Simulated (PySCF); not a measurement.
# How ionic is MHg along the alkali metals?

PBE0 in PySCF with def2-SVP on every atom (core potentials on Rb, Cs, Hg), for the lowest determinant that a PBE0 search found; no spin–orbit coupling. A negative dipole means M(+)Hg(−).

| M | state (unpaired electrons) | Re (Å) | μ (D) |
| --- | --- | --- | --- |
| Li | doublet (σ ↑) | 3.176 | -0.05 |
| Na | doublet (σ ↑) | 3.578 | -0.26 |
| K | doublet (σ ↑) | 4.084 | -0.34 |
| Rb | doublet (σ ↑) | 4.245 | -0.27 |
| Cs | doublet (σ ↑) | 4.476 | -0.26 |

Question: Give the ionic character |μ|/(e·Re) of each, with 1 e·Å = 4.803 D, and the positive end.

Answer: LiHg 0 % (Li positive), NaHg 2 % (Na positive), KHg 2 % (K positive), RbHg 1 % (Rb positive), CsHg 1 % (Cs positive). Lone pairs and polarisation enter μ too, so this number is only a rough measure of charge transfer.

Spin–orbit coupling is left out. States were picked by a PBE0 search and need not be the measured ground states.
